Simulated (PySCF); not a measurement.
# MnO: frontier orbitals

r²SCANh at R = 1.625 Å; PySCF, spin-free X2C with a Gaussian nucleus, basis sets Mn x2c-TZVPPall, O x2c-TZVPPall. State: ⁶Σ⁺ (sextet), unpaired electrons σ ↑, π ↑↑, δ ↑↑. Only the outer orbitals are listed, counted within each symmetry.

```
spin  orbital  occ.  ε (eV)  on Mn (%)           main shells (%)
   α       3π     1  -10.03         75           75 Mn d, 24 O p
   α       3π     1  -10.03         75           75 Mn d, 24 O p
   α       8σ     1   -9.68         61           60 Mn d, 33 O p
   α       1δ     1   -9.12        100                  100 Mn d
   α       1δ     1   -9.12        100                  100 Mn d
   α       9σ     1   -6.60         80  64 Mn s, 19 O p, 12 Mn d
   α       4π     1   -6.16         35  65 O p, 23 Mn d, 12 Mn p
   α       4π     1   -6.16         35  65 O p, 23 Mn d, 12 Mn p
   α      10σ     0   -3.09         66  34 O p, 28 Mn p, 20 Mn d
   α       5π     0   -0.40         94           85 Mn p, 8 Mn d
   α       5π     0   -0.40         94           85 Mn p, 8 Mn d
   β       8σ     1   -8.84         19           76 O p, 16 Mn d
   β       3π     1   -7.53         22           78 O p, 19 Mn d
   β       3π     1   -7.53         22           78 O p, 19 Mn d
   β       9σ     0   -2.34         96          73 Mn s, 17 Mn d
   β       1δ     0   -1.59        100                  100 Mn d
   β       1δ     0   -1.59        100                  100 Mn d
```

Task: Which are the highest filled and the lowest empty level, where do they sit, and how wide is the gap?

Result: Highest filled α 4π at -6.16 eV (in %: 65 O p, 23 Mn d, 12 Mn p); lowest empty α 10σ at -3.09 eV (in %: 34 O p, 28 Mn p, 20 Mn d); the gap at r²SCANh is 3.07 eV.

| Property | Result |
| --- | --- |
| bond order (Mayer) | 2.03 |
| ⟨S²⟩ | 8.865 |
| charge on Mn (Mulliken, basis-dependent) | 0.62 |
| charge on Mn (Löwdin, basis-dependent) | 0.30 |
| dipole moment (positive dipole means Mn(−)O(+)) | -4.65 D |

With d or f electrons several states lie close, and the lowest PBE0 determinant need not be the measured ground state.
